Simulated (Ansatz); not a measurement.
The same path of ClGeH₂ (4 atoms, charge 0, multiplicity 2) was run twice with different band settings. The coordinate that changes most is the height of Ge2 over the plane of its neighbours.

These are results of UKS B3LYP-D4/def2-TZVP in Ansatz, not measurements.

Relaxed end points:

```xyz
4
Properties=species:S:1:pos:R:3
Cl -1.574 0.310 1.001
Ge 0.110 -0.462 -0.146
H 0.076 0.263 -1.517
H 1.388 -0.111 0.661
```

```xyz
4
Properties=species:S:1:pos:R:3
Cl -1.589 -0.555 0.862
Ge 0.127 0.481 0.006
H 0.076 0.224 -1.523
H 1.387 -0.150 0.655
```

Common settings: movable images 5; spring 5.0 eV/Å²; start path IDPP; force threshold 0.03 eV/Å; iteration limit 60; end points relaxed.

| run | climbing image | optimiser |
| --- | --- | --- |
| 1 | yes | quadratic models (default) |
| 2 | from the first iteration | fire |

(1) What does each run give, and how far can it be trusted?

Answers

(1) Run 1: converged after 3 iterations, highest image 0.555 eV above the first end. A vibrational analysis at the climbing image gives one clearly imaginary mode, 895i cm⁻¹: a first-order saddle point.
Run 2: converged after 20 iterations, highest image 0.555 eV above the first end. Another band between the same ends (5 images) ends at a top of the same energy, where a vibrational analysis finds 1 clearly imaginary mode.
